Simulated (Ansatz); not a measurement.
```yaml
crystal:
  periodic: [false, false, false]
  atoms:
    - {symbol: Ge, position_ang: [-2.454988, 5.394618, -1.015177]}
    - {symbol: Ge, position_ang: [0.581199, 0.046024, -4.530775]}
    - {symbol: Ge, position_ang: [-4.302493, 2.003443, 2.440527]}
    - {symbol: Ge, position_ang: [3.934415, 1.348780, 2.723840]}
    - {symbol: Ge, position_ang: [-2.029511, -2.249623, 2.324947]}
    - {symbol: Ge, position_ang: [2.367297, 5.786495, -0.652353]}
    - {symbol: Ge, position_ang: [1.340608, -6.272205, -0.441366]}
    - {symbol: S, position_ang: [-3.362827, 1.123286, -1.954172]}
    - {symbol: S, position_ang: [2.124622, -2.825038, 3.080922]}
    - {symbol: S, position_ang: [0.041161, 4.070226, 3.082676]}
    - {symbol: S, position_ang: [-3.126902, -5.884938, 0.911441]}
    - {symbol: S, position_ang: [3.862683, 1.660605, -1.762880]}
    - {symbol: S, position_ang: [1.024755, -4.201673, -4.207591]}
basis:
  gaussian: {orbitals: aug-cc-pVDZ}
hamiltonian: {xc: {name: HF}}
scf: {lower_state_search: off}
output: {forces: true}
```

```sh
$ ansatz run in.yaml --threads 4 --pin off --events-out ev --progress --plain --max-ram 6963MiB
```

**Question.** Does this run fit into the memory that it is given?

**Answer.** No. It has 414 basis functions, and the program plans for 9 GiB where 7 GiB are given.
